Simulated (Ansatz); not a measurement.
Consider the ligand exchange at a Ga–Cl bond: `[OH][Ga]([OH])[Cl]` + NH₃ → `[NH2][Ga]([OH])[OH]` + HCl.

Computed with Ansatz on PBE0-D4/def2-TZVP structures; ΔE is electronic, products minus reactants. CCSD(T)/CBS is the MP2 limit (def2-TZVPP, def2-QZVPP) plus CCSD(T) − MP2 in def2-TZVPP, frozen cores. This one scheme is used for every species. Functionals use def2-TZVPP. B3LYP here is the variant with VWN-RPA as its local correlation; programs differ in this. HSE06 is defined as in plane-wave codes. For Ga outer-core shells are correlated without core-valence functions, which leaves a few kJ/mol of doubt a bond. Scalar relativity is left out up to krypton. Each species was taken in one conformer, which may not be the lowest.

| level | ΔE (kcal/mol) | difference from CCSD(T)/CBS |
| --- | --- | --- |
| LDA (SPW92) | 17.8 | -0.5 |
| PBE-D4 | 20.0 | 1.7 |
| revPBE-D4 | 20.0 | 1.7 |
| r2SCAN-D4 | 20.6 | 2.3 |
| B97M-V | 22.0 | 3.7 |
| PBE0-D4 | 20.4 | 2.1 |
| B3LYP-D4 | 19.9 | 1.6 |
| r2SCANh-D4 | 20.7 | 2.4 |
| r2SCAN0-D4 | 20.8 | 2.5 |
| HSE06-D4 | 20.5 | 2.2 |
| BHLYP-D4 | 20.7 | 2.4 |
| CAM-B3LYP-D4 | 18.9 | 0.6 |
| ωB97X-V | 19.7 | 1.4 |
| ωB97M-V | 19.9 | 1.6 |
| B2PLYP | 19.7 | 1.4 |
| PBE | 20.1 | 1.8 |
| revPBE | 20.7 | 2.4 |
| r2SCAN | 20.7 | 2.4 |
| PBE0 | 20.5 | 2.2 |
| B3LYP | 20.0 | 1.7 |
| r2SCANh | 20.7 | 2.4 |
| r2SCAN0 | 20.8 | 2.5 |
| HSE06 | 20.5 | 2.2 |
| BHLYP | 20.5 | 2.2 |
| LC-ωPBE | 18.7 | 0.4 |
| RPA@PBE/def2-TZVPP | 18.1 | -0.2 |
| HF/def2-SVP | 22.4 | 4.1 |
| MP2/def2-SVP | 20.0 | 1.7 |
| CCSD/def2-SVP | 20.0 | 1.7 |
| CCSD(T)/def2-SVP | 20.0 | 1.7 |
| HF/def2-TZVPP | 22.2 | 3.9 |
| MP2/def2-TZVPP | 19.1 | 0.8 |
| SCS-MP2/def2-TZVPP | 19.0 | 0.7 |
| CCSD/def2-TZVPP | 18.9 | 0.6 |
| CCSD(T)/def2-TZVPP | 18.9 | 0.6 |
| HF/def2-QZVPP | 21.9 | 3.6 |
| MP2/def2-QZVPP | 18.7 | 0.4 |
| SCS-MP2/def2-QZVPP | 18.7 | 0.4 |
| MP2/CBS(def2) | 18.5 | 0.2 |
| CCSD/CBS(def2) | 18.4 | 0.1 |
| CCSD(T)/CBS | 18.3 | 0 |

Largest T1 diagnostic among the species: 0.013.

From BLYP to BHLYP (50 % exact exchange), in def2-TZVPP and without D4, ΔE moves by +0.8 kcal/mol. At CCSD(T), def2-SVP lies +1.7 kcal/mol from the extrapolated value and def2-TZVPP +0.6 kcal/mol.
